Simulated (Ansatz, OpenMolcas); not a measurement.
**A ladder of methods for CH6ClNSi (SMILES C[SiH](N)Cl)**

CH6ClNSi: 10 atoms, total charge 0, spin state singlet. SMILES: `C[SiH](N)Cl`. The shape is that of a PBE0-D4/def2-TZVP optimisation. This is one conformer, not always the lowest.

Each level gives the vertical ionisation energy (to the doublet cation) (eV). The values are calculated.

```json
{"level": "SVWN5/6-31G* (spherical functions)", "kind": "LDA", "program": "Ansatz", "value (eV)": "9.74", "CPU time (all runs)": "18 s"}
{"level": "PBE/6-31G* (spherical functions)", "kind": "GGA", "program": "Ansatz", "value (eV)": "9.60", "CPU time (all runs)": "28 s"}
{"level": "TPSS/6-31G* (spherical functions)", "kind": "meta-GGA", "program": "OpenMolcas", "value (eV)": "9.65", "CPU time (all runs)": "2.8 min"}
{"level": "r2SCAN0/6-31G* (spherical functions)", "kind": "hybrid meta-GGA", "program": "Ansatz", "value (eV)": "10.02", "CPU time (all runs)": "56 s"}
{"level": "wB97M-V/6-31G* (spherical functions)", "kind": "range-separated hybrid", "program": "Ansatz", "value (eV)": "10.21", "CPU time (all runs)": "3.8 min"}
{"level": "RPA@PBE/6-31G* (spherical functions)", "kind": "RPA", "program": "Ansatz", "value (eV)": "9.38", "CPU time (all runs)": "45 s"}
{"level": "MP2/6-31G* (spherical functions)", "kind": "perturbation theory", "program": "Ansatz", "value (eV)": "10.10", "CPU time (all runs)": "13 s"}
{"level": "BCCD(T)/6-31G* (spherical functions)", "kind": "coupled cluster or CI", "program": "Ansatz", "value (eV)": "9.83", "CPU time (all runs)": "86 s"}
{"level": "CCSD/6-31G* (spherical functions)", "kind": "coupled cluster or CI", "program": "Ansatz", "value (eV)": "9.85", "CPU time (all runs)": "58 s"}
```

The values span 9.38 to 10.21 eV. Times are those of the runs behind each value, whatever else they computed, on shared processors of several kinds: orders of magnitude only.
